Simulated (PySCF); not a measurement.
# Multinuclear NMR of CH12N2Si4

Atoms are numbered as in `[NH2:1][Si@@H:2]1[CH2:3][Si@@:4]([NH2:5])([SiH3:6])[SiH2:7]1`; H(Xn) means a hydrogen on atom n. Ha(C3), Ha(Si7) are cis to N1 on the ring; Hb(C3), Hb(Si7) are trans to N1 on the ring.

PySCF 2.14 calculation with shieldings: GIAO PBE0/pcSseg-1 and GFN2-xTB structure; no solvent model, a single conformation, no relativistic terms, fast rotation and ring inversion assumed for equivalent nuclei.

Q: Where does ²⁹Si resonate?

A: 
| atoms | environment | σ (ppm) | δ (ppm) |
| --- | --- | --- | --- |
| Si4 | silicon bonded to C, N, 2 Si, in a 4-membered ring | 352.5 | -9.7 |
| Si2 | silicon bonded to C, N, Si, H, in a 4-membered ring | 361.3 | -17.0 |
| Si7 | silicon bonded to 2 Si, 2 H, in a 4-membered ring | 427.0 | -71.0 |
| Si6 | silicon bonded to Si, 3 H | 463.4 | -100.9 |

Shieldings were converted by a linear fit to measured shifts: ²⁹Si: δ = 279.94 − 0.822σ (rms 8.9 ppm, 72 shifts, 25.8 ppm with the 6 outliers that the fit left out vs TMS, solution or neat liquid). Occasional misses reach two or three times the rms, and more in compound classes unlike the fitted ones.

On a 500 MHz spectrometer ²⁹Si resonates near 99.3 MHz, so 1 ppm is 99.3 Hz.

Q: Where does ¹⁵N resonate?

A: 
```
atoms                 environment  σ (ppm)  δ (ppm)
   N5  nitrogen bonded to Si, 2 H    243.7   -372.6
   N1  nitrogen bonded to Si, 2 H    254.0   -382.1
```

Shieldings were converted by a linear fit to measured shifts: ¹⁵N: δ = -148.07 − 0.921σ (rms 6.3 ppm, 71 shifts vs CH3NO2, solution or neat liquid). A few per cent of atoms miss by over 2 rms, more outside the fitted compound classes.

On a 500 MHz spectrometer ¹⁵N resonates near 50.7 MHz, so 1 ppm is 50.7 Hz.
